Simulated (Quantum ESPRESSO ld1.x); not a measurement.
The numbers below are computed, except where a source is named.
Sb27+, configuration [Ar] 3d6.

Code: ld1.x of Quantum ESPRESSO 7.5. Model: Dirac Kohn-Sham, LDA (Slater exchange, Perdew-Zunger correlation), spin-unpolarised, spherical densities, point nucleus; open shells are shared between the two j in proportion to 2j + 1.

Energy parts (eV):
total: -164386
kinetic: 174015
electron-nucleus: -372255
Hartree: 37332
exchange-correlation: -3479

Orbitals (lengths in bohr, moments of r in powers of bohr; r(max) is where P^2 peaks):
| orbital | occ. | eigenvalue (eV) | r(max) | <r^2> |
|---|---|---|---|---|
| 1s1/2 | 2 | -31345.0 | 0.018 | 0.001096 |
| 2s1/2 | 2 | -5674.63 | 0.103 | 0.01753 |
| 2p1/2 | 2 | -5387.15 | 0.080 | 0.01299 |
| 2p3/2 | 4 | -5133.76 | 0.084 | 0.01426 |
| 3s1/2 | 2 | -1851.91 | 0.293 | 0.1135 |
| 3p1/2 | 2 | -1738.26 | 0.277 | 0.1066 |
| 3p3/2 | 4 | -1685.29 | 0.286 | 0.1132 |
| 3d3/2 | 2.4 | -1494.49 | 0.230 | 0.09067 |
| 3d5/2 | 3.6 | -1482.81 | 0.232 | 0.09245 |

The highest occupied level is 3d5/2 at -1482.8 eV. For comparison, the ionisation energy in NIST's Atomic Spectra Database is 1518 eV (theoretical). In exact Kohn-Sham theory the highest level is minus the ionisation energy, but local and semilocal functionals leave it too shallow, through self-interaction and a potential that decays too fast; potentials with the right tail come closer.

Beside tabulated values, note that spin-unpolarised runs miss the spin-polarisation part of the exchange energy of open shells.
